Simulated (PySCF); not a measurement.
CH6O2Si3, SMILES [SiH2]1OC([Si@@H]1[SiH3])=O. Heavy atoms are numbered as in [O:1]=[C:2]1[O:3][SiH2:4][Si@H:5]1[SiH3:6]. Hydrogens are named by the atom that carries them.

Geometry: B3LYP-D3(BJ)/def2-SVP. The structure was generated by enumeration; whether it is a known compound was not checked.

Level of theory: PySCF with HF/pcSseg-1.

GIAO shieldings, no solvent; atoms alike by connectivity are averaged. δ = σ(ref) − σ: ¹⁷O against H2O (σ = 333.0 ppm); ¹³C against TMS (σ = 192.6 ppm); ²⁹Si against TMS (σ = 393.8 ppm); ¹H against TMS (σ = 31.99 ppm), references at their B3LYP-D3(BJ)/def2-TZVP geometries, non-relativistic.

| nucleus | atoms | count | δ (ppm) |
|---|---|---|---|
| ¹⁷O | O1 | 1 | 558.3 |
| ¹⁷O | O3 | 1 | 290.2 |
| ¹³C | C2 | 1 | 188.8 |
| ²⁹Si | Si4 (SiH2) | 1 | -16.9 |
| ²⁹Si | Si5 (SiH) | 1 | -23.7 |
| ²⁹Si | Si6 (SiH3) | 1 | -92.9 |
| ¹H | H on Si4 | 2 | 5.09 |
| ¹H | H on Si5 | 1 | 4.92 |
| ¹H | H on Si6 | 3 | 3.95 |
